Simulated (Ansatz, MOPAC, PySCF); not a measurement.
Complex: CHN (SMILES C#N) (first 3 atoms) with C2H6O (SMILES COC); geometry from B3LYP-D3(BJ)/def2-TZVP, rigid monomers moved along the line of their centres of mass till H3···O5 is 2.24 Å.
(charge 0, multiplicity 1):
```xyz
12

C     -0.2934     0.1884    -0.3061
N     -0.3619     0.3099    -1.4448
H     -0.2267     0.0738     0.7655
C      0.1119    -1.4165     3.6175
O     -0.0820    -0.1655     2.9845
C     -0.0295     0.9270     3.8828
H     -0.6648    -1.6016     4.3682
H      1.0934    -1.4643     4.1030
H      0.0554    -2.1839     2.8474
H     -0.8121     0.8463     4.6458
H     -0.1879     1.8343     3.3023
H      0.9460     0.9821     4.3794
```

Counterpoise-corrected where a basis set is named; no monomer relaxation. Rows marked so take none.

Cores are frozen in the correlated methods. Rows in 3-21G, 6-311+G**, 6-31G* carry no dispersion term and start afresh at each structure (6-31G* with six Cartesian d functions). The state that AM1, PM7 reach isn't checked; PM7 holds dispersion and hydrogen-bond terms.

Programs: Ansatz (a program for electronic structure) with Gaussian orbitals; MOPAC for AM1, PM7 (differences of heats of formation); PySCF for 3-21G rows, 6-311+G** rows, 6-31G* rows, the dispersion terms. Each number belongs to the level named beside it.

Other levels give for the interaction energy: PBE/def2-TZVPPD -19.9; B3LYP/def2-TZVPPD -19.4; B3LYP-D3(BJ)/def2-TZVPPD -23.7; wB97M-V/def2-TZVPPD -22.8; CCSD(T)/aug-cc-pVDZ -21.2 kJ/mol.

Question: What do these common cheap choices give for the same quantity: AM1, PM7, HF/3-21G (no counterpoise), BP86/6-31G* (no counterpoise), B3LYP/3-21G (no counterpoise), B3LYP/6-31G* (no counterpoise), B3LYP/6-311+G** (no counterpoise), M06-2X/6-31G* (no counterpoise)?

Answer: AM1 -11.1; PM7 -13.6; HF/3-21G (no counterpoise) -41.5; BP86/6-31G* (no counterpoise) -22.8; B3LYP/3-21G (no counterpoise) -43.5; B3LYP/6-31G* (no counterpoise) -25.8; B3LYP/6-311+G** (no counterpoise) -22.5; M06-2X/6-31G* (no counterpoise) -26.9 kJ/mol. They span -43.5 to -11.1 kJ/mol.
